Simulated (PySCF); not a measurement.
Sn(OEt)Me3, C5H14OSn.
Bonds: Sn1–O2, Sn1–C10, Sn1–C14, Sn1–C18, O2–C3, C3–C4. Hydrogens: H5, H6 on C3; H7, H8, H9 on C4; H11, H12, H13 on C10; H15, H16, H17 on C14; H19, H20, H21 on C18.

Method: PBE0-D3(BJ)/def2-SVP geometry optimisation, gas phase, def2 core potentials past Kr (PySCF 2.14.0); density fitting, grid level 1; the optimiser is geomeTRIC in internal coordinates, started from a GFN2-xTB structure with every atom displaced at random (about 0.03 Å).

Step 0: E = -13277.5877 eV
```
atom  x, y, z in Å  |  force x, y, z in eV/Å
Sn1    -0.0788    0.2447   -0.9942   -1.724   1.466  -0.048
O2     -0.1527    0.2049    1.0011   -0.591   0.562  -0.368
C3      0.2995   -0.8279    1.7694    2.788   0.581   0.863
C4      0.2627   -0.4432    3.2475   -4.540  -0.582  -0.304
H5     -0.1758   -1.7811    1.5503   -0.476  -0.633   0.140
H6      1.4166   -0.9735    1.5950   -0.604  -0.344  -0.210
H7      0.5578   -1.2525    3.9011    0.530  -0.402   0.353
H8      0.7465    0.4849    3.4616    0.765   0.812   0.078
H9     -0.8987   -0.2684    3.5090    2.308  -0.191  -0.371
C10     1.9627    0.3446   -1.6205   -1.353  -1.310  -1.185
H11     2.0167    0.6787   -2.6517   -0.079   0.068  -0.541
H12     2.4175   -0.6392   -1.5508    0.321  -0.286   0.163
H13     2.4410    1.0618   -1.0416    1.244   1.469   1.534
C14    -1.2520    2.2308   -1.1787    4.573  -0.340  -1.154
H15    -1.4097    2.4077   -2.2432   -0.132   0.186  -0.251
H16    -0.6016    3.0586   -0.7498   -0.610  -0.880  -0.470
H17    -2.1347    2.1972   -0.6671   -2.839  -0.362   1.674
C18    -1.2525   -1.4422   -1.7138   -0.367   0.243   0.591
H19    -1.5027   -1.3564   -2.7655   -0.225   0.382  -0.529
H20    -2.1998   -1.5735   -1.1265    0.730   0.154  -0.302
H21    -0.6488   -2.3399   -1.6613    0.281  -0.592   0.338
```

**Question.** Estimate the geometry and energy of step 1. (The exact step hangs on the optimiser's Hessian estimate; all steps are aligned on step 0, rigid shifts and turns removed.)

**Answer.** E = -13278.3269 eV, largest force 0.707 eV/Å
```
atom  x, y, z in Å  |  force x, y, z in eV/Å
Sn1    -0.1278    0.3163   -0.9910    0.289  -0.514   0.390
O2     -0.1443    0.2599    1.0173    0.066   0.067  -0.122
C3      0.3473   -0.7943    1.7725    0.308  -0.151   0.224
C4      0.1894   -0.4753    3.2474   -0.487  -0.001  -0.041
H5     -0.1870   -1.7429    1.5619   -0.040  -0.110  -0.076
H6      1.4313   -1.0045    1.5729   -0.256   0.075  -0.027
H7      0.4916   -1.3192    3.8853    0.257   0.067   0.017
H8      0.7398    0.4410    3.4969    0.177  -0.037   0.123
H9     -0.8723   -0.2780    3.4806    0.061   0.013  -0.132
C10     1.9192    0.3950   -1.6448   -0.206   0.002  -0.103
H11     1.9537    0.7062   -2.7001    0.022  -0.017   0.023
H12     2.3895   -0.5926   -1.5502    0.105   0.044   0.055
H13     2.4471    1.1435   -1.0376    0.073  -0.088   0.019
C14    -1.1703    2.1042   -1.2211   -0.083   0.494  -0.281
H15    -1.3522    2.2823   -2.2905   -0.181   0.149   0.067
H16    -0.5377    2.9060   -0.8217   -0.108   0.168   0.028
H17    -2.1088    2.0435   -0.6549   -0.027   0.094  -0.080
C18    -1.2533   -1.3670   -1.6696    0.233  -0.333  -0.264
H19    -1.5247   -1.2552   -2.7315   -0.023   0.060   0.068
H20    -2.1673   -1.4679   -1.0728   -0.059  -0.004   0.061
H21    -0.6500   -2.2851   -1.5785   -0.124   0.023   0.052
```

The energy changes by -0.7392 eV. The first-order estimate −F·Δx gives -1.5607 eV and the mean of the old and new forces, exact on a quadratic surface, -0.6884 eV. The step makes an angle of 69° with the force vector and moves no atom by more than 0.180 Å.

The cost below is that of the whole optimisation. The run took 7.0 min on one thread, Intel Xeon at 2.50 GHz (x86_64), shared host, and the process peaked at 0.81 GiB of memory.
